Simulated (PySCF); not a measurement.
Multinuclear NMR of C$_{5}$H$_{13}$NOSi$_{2}$

Atom-mapped SMILES (the numbers label the heavy atoms): `[CH3:1][SiH2:2][NH:3][C:4](=[O:5])[C@@H:6]1[CH2:7][CH2:8][SiH2:9]1`. Hydrogens are named by the atom that carries them. Ha(C7), Ha(C8), Ha(Si9) are cis to C4 on the ring; Ha(Si2) is pro-R; Hb(Si2) is pro-S; Hb(C7), Hb(C8), Hb(Si9) are trans to C4 on the ring.

[PySCF: geometry from GFN2-xTB; PBE0/pcSseg-1 with gauge-including orbitals; a single conformation; non-relativistic; no solvent; fast rotation and ring inversion assumed for equivalent nuclei]

**Question.** Where does ²⁹Si resonate?

**Answer.** 
```
atoms                                       environment  σ (ppm)  δ (ppm)
  Si9  silicon bonded to 2 C, 2 H, in a 4-membered ring    371.7    -25.5
  Si2                       silicon bonded to C, N, 2 H    394.0    -43.9
```

Shieldings were converted by a linear fit to measured shifts: ²⁹Si (scatter 8.9 ppm rms, 25.8 ppm with the 6 outliers that the fit left out vs TMS, solution or neat liquid). A few per cent of atoms miss by over 2 rms, more outside the fitted compound classes.

On a 400 MHz spectrometer ²⁹Si resonates near 79.5 MHz, so 1 ppm is 79.5 Hz.

**Question.** Predict the ¹⁵N NMR data.

**Answer.** 
```tsv
atoms	environment	σ (ppm)	δ (ppm)
N3	amide-type nitrogen	148.2	-284.7
```

Shieldings were converted by a linear fit to measured shifts: ¹⁵N (scatter 6.3 ppm rms vs CH3NO2, solution or neat liquid). A few per cent of atoms miss by over 2 rms, more outside the fitted compound classes.

On a 300 MHz spectrometer ¹⁵N resonates near 30.4 MHz, so 1 ppm is 30.4 Hz.

**Question.** Predict the ¹⁷O NMR data.

**Answer.** 
```json
{"atoms": "O5", "environment": "amide-type carbonyl oxygen", "σ (ppm)": "-75.8", "δ (ppm)": "335.8"}
```

Shieldings were converted by a linear fit to measured shifts: ¹⁷O (scatter 10.7 ppm rms, 12.2 ppm with the 3 outliers that the fit left out vs liquid water, solution or neat liquid). Occasional misses reach two or three times the rms, and more in compound classes unlike the fitted ones.

On a 500 MHz spectrometer ¹⁷O resonates near 67.8 MHz, so 1 ppm is 67.8 Hz.

Hydrogen bonding in solution shields acid and N–H amide carbonyl oxygens by tens of ppm.
